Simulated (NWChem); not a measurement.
GaH3; SMILES [GaH3]

All runs: NWChem. Pople sets run with spherical d functions. STO-3G and 3-21G are far too small for this property and stand as cheap habits. Structure relaxed at the PBE-D3(BJ)/def2-SVP level. Vertical excitations in the gas phase; the lowest state need not have the same character in each row.

```
level                 basis functions  lowest excitation, singlet (eV)  oscillator strength of that lowest state  orbital gap (eV)  relative time
--------------------  ---------------  -------------------------------  ----------------------------------------  ----------------  -------------
PBE/3-21G, TDA                     28                             4.82                                     0.000              4.68              1
PBE/6-31G*, TDA                    38                             4.88                                     0.000              4.71              3
PBE/def2-SVP, TDA                  47                             4.83                                     0.000              4.66              2
PBE/def2-SVPD, TDA                 62                             4.83                                     0.000              4.65              3
PBE/def2-TZVP, TDA                 66                             4.85                                     0.000              4.68              7
PBE/aug-cc-pVDZ, TDA               63                             4.81                                     0.000              4.64             20
PBE/def2-TZVPD, TDA                81                             4.84                                     0.000              4.67             10
```

Times are rough ratios from one shared machine.
